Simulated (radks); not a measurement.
The numbers below are computed, except where a source is named.
P3-, configuration [Ar]. Level of theory: non-relativistic Kohn-Sham, r2SCAN, spin-polarised, spherical densities, point nucleus; meta-GGA in the generalised Kohn-Sham scheme; Watson sphere of charge +3 and radius 4.38 bohr (a radial shooting solver on a logarithmic mesh with Libxc functionals).

Radial electron density D(r) = 4 pi r^2 rho(r):

```
   r/bohr * D(r) (the largest magnitude, 17, reaches the edge; | marks zero)
 0.007284 |   *
 0.009409 |     *
  0.01225 |        *
  0.01583 |             *
  0.02044 |                   *
  0.02662 |                           *
  0.03439 |                                     *
  0.04442 |                                              *
  0.05738 |                                                    *
  0.07472 |                                                      *
  0.09652 |                                                  *
   0.1247 |                                         *
   0.1623 |                                   *
   0.2097 |                                    *
   0.2709 |                                            *
   0.3527 |                                                   *
   0.4556 |                                               *
   0.5886 |                                *
   0.7664 |                *
     0.99 |       *
    1.279 |       *
    1.665 |        *
    2.151 |        *
    2.779 |      *
    3.618 |   *
    4.674 |  *
    6.037 |*
    7.861 *
    10.15 *
```

D(r) has 3 maxima, at r = 0.0701, 0.370, 1.80 bohr, and minima at 0.179, 1.14 bohr, inside which lie 2.19, 10.30 electrons.
